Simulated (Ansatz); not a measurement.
BrH4NSeSi (`N[SiH]([SeH])Br`). The species carries charge 0 and has multiplicity 1.

```xyz
8

N     0.328    1.218   -0.728
Si   -0.393   -0.026    0.173
Se    1.256   -0.827    1.504
Br   -1.249   -1.731   -1.000
H    -0.243    1.927   -1.162
H     1.181    1.055   -1.239
H    -1.547    0.554    0.891
H     0.667   -2.170    1.562
```

(1) What are the harmonic wavenumbers in cm⁻¹ at PBE0-D4/def2-TZVP (Ansatz, finite differences of forces, unscaled)? (Estimate.)

(2) Is this a minimum?

(3) Give the ideal-gas thermochemistry at 298.15 K and 1 bar (rigid rotor, harmonic oscillator; point group C1, symmetry number 1).

(4) Rotational constants (cm⁻¹)?

Results:

(1) Computed: 111, 174, 182, 227, 307, 371, 411, 466, 668, 705, 804, 896, 913, 1575, 2262, 2457, 3598, 3697.

(2) Yes, all 18 modes are real.

(3) Zero-point energy 118.6 kJ/mol; H(298) − E = 139.4 kJ/mol; entropy 361.1 J/(mol·K), of which translation 175.2, rotation 122.6, vibration 63.3; G(298) − E = 31.7 kJ/mol.

(4) 0.1128, 0.03083, 0.02522.
